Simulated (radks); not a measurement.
Values are calculated unless marked as measured or tabulated.
Polarisability of the rubidium ion Rb3+, [Ar] 3d10 4s2 4p4, at imaginary frequency. Level of theory: scalar-relativistic Kohn-Sham, PBE, spin-polarised, spherical densities, finite nucleus; open shells are filled with parallel spins first (spin-orbit coupling, left out, can overturn this in heavy ions); Fermi nuclear charge, rms radius 4.2036 fm (a radial shooting solver on a logarithmic mesh with Libxc functionals). Response by self-consistent Sternheimer equations with the Hartree and adiabatic LDA kernel, the relativistic mass of each level held fixed and spin-orbit coupling left out.

w (hartree),alpha1(iw) (bohr^3)
0.00266,4.957
0.0143,4.956
0.0360,4.951
0.0697,4.934
0.118,4.893
0.186,4.801
0.280,4.618
0.413,4.280
0.605,3.716
0.892,2.903
1.35,1.955
2.12,1.107
3.59,0.5293
6.94,0.2122
17.5,0.05567

Static values: alpha1 = 4.957 bohr^3 (0.7345 angstrom^3; uncoupled 7.864). C6 = 20.26, triple-dipole C9 = 72.99 atomic units. One-pole (London) frequency 4 C6 / (3 alpha1^2) = 1.099 hartree, against 1.670 for minus the highest occupied eigenvalue.
